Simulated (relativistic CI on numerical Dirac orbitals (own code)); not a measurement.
Hyperfine structure of Gd⁶⁰⁺, mass number 155

Method of calculation: Dirac-Coulomb-Breit CI, separate exchange-only KLI orbitals for each configuration, model QED (radiative potential, 1s self-energy scaled to tabulated hydrogen-like ionisation energies), unscaled Slater integrals (own radial code, finite nucleus).

Configurations in the expansion (outside the closed core 1s2): 2s², 2s2p, 2p², 2p3s, 2p3p, 2s3s, 2s3p, 2s3d, 2s4s, 2s4p, 2s4d, 2s4f, 3s², 3s3p, 3p². Levels of other configurations are missing.

Nuclear spin I = 3/2, μ = -0.2591 μN, Q = 1.27 b (tables of Stone and Pyykkö). The electronic factors are computed for point nuclear moments, without core polarisation or the Bohr-Weisskopf and QED corrections.

```csv
Level,E (10³ cm⁻¹),A (GHz),B (GHz)
2s2p ³P°1,1322.5,-1456,-137
2s2p ³P°2,7305.9,-625.7,1350
2s2p ¹P°1,7927.7,426.6,810
2p² ³P1,9042.6,60.98,671
2p² ¹D2,9183.8,-247,1240
2p² ³P2,15346.2,-94.75,102
2s3s ³S1,63635.2,-1439,-0.944
2s3p ³P°1,64164.7,-1220,-1.23
```

Levels with J = 0, under 50 % of one LS term, or S terms without an open s electron are left out. Small factors come from cancelling terms and can be off by tens of per cent or more.

At this charge energies of transitions that change n are usually good to better than 1 %, and those within a shell (Δn = 0) to a few per cent.

Give the hyperfine levels of 2s2p ³P°1 relative to its centre of gravity.

With K = F(F + 1) − I(I + 1) − J(J + 1), E = AK/2 + B[¾K(K + 1) − I(I + 1)J(J + 1)]/[2I(2I − 1)J(2J − 1)]: F = 1/2: 3468, F = 3/2: 1592, F = 5/2: -2218 GHz.

LS names give the leading component of a level, which can be under half, so a name can repeat, a term be missing and a line seem to break the LS rules.
